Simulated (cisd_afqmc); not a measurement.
Input (AFQMC/CISD/def2-SVP; cisd_afqmc is a phaseless AFQMC code with CISD trial states that reads the integrals written by Ansatz):

Ansatz 0.2 input:
```python
import cisd_afqmc

open("ham.yaml", "w").write("""\
crystal:
  periodic: [false, false, false]
  atoms:
    - {symbol: Sn, position_ang: [-0.00000000, -0.00000000, -0.94972023]}
    - {symbol: Se, position_ang: [0.00000000, 0.00000000, 1.39664740]}
basis:
  gaussian:
    orbitals: def2-SVP
magnetization: {spin_polarized: false}
correlation: {method: ccsd, electrons: outside_noble_gas, hamiltonian_folder: ham}
""")
rep = cisd_afqmc.ansatz("ham.yaml")
e_ccsd = rep["correlation"]["coupled_cluster"]["energy"]["hartree"]
out = cisd_afqmc.run("ham", e_ccsd, trial="CISD", walkers=200, populations=8, threads=8, dt=0.005, steps=40, early=36, settle=10, least=32,
    cut=5e-5, rank_cut=2e-4, target=0.0004, seconds=1500, seed=1, memory=17280, gpu=False)
```

Output:

```
orbitals 35, occupied [5], factors 199 of 649, rank of the doubles 81 of 150
E(HF) = -2612.947659
E(CCSD) on the cut factors = -2613.143095, shift to the whole factors -0.000004
Energy of the trial state on the determinant = -2613.143016
  tau behind 10.8 of longer steps, mean of the populations' last blocks
   2.0  -2613.15652
   4.0  -2613.15488
   6.0  -2613.15487
   8.0  -2613.15667
blocks 341 (1 outliers left out), error by blocks joined: 1: 0.00018, 2: 0.00022, 4: 0.00027, 8: 0.00031, 16: 0.00039
E(AFQMC/CISD) = -2613.15550 +/- 0.00039
```

The error still grows at the longest joins of blocks, or few joins were possible, so the printed bar may be too narrow.
